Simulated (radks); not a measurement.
The numbers below are computed, except where a source is named.
All-electron atom: Ir XXXII in [Kr] 4d10 (the NIST ground configuration). Level of theory: non-relativistic Kohn-Sham, PBE, spin-polarised, spherical densities, point nucleus; relativity is left out, which matters for an element this heavy (a radial shooting solver on a logarithmic mesh with Libxc functionals). Some entries of the table are withheld. Estimate them.

orbital,occ.,eigenvalue (hartree),<r> (bohr),<r^2> (bohr^2)
1s,2,-2587.402,0.01967,0.0005168
2s,2,-464.6251,0.08297,0.008068
2p,6,(1),0.07015,0.005958
3s,2,-140.1005,0.2086,(2)
3p,6,-132.3140,0.1988,0.04562
3d,10,-117.8274,0.1740,0.03526
4s,2,-57.86430,0.4302,0.2076
4p,6,-54.46209,0.4290,0.2078
4d,10,-48.31193,0.4222,0.2036
5s,0,-31.19284,0.7664,0.6538
5p,0,-29.63839,0.7773,0.6749

Answer. 
(1) 2p eigenvalue (hartree): -447.7532
(2) 3s <r^2> (bohr^2): 0.04950
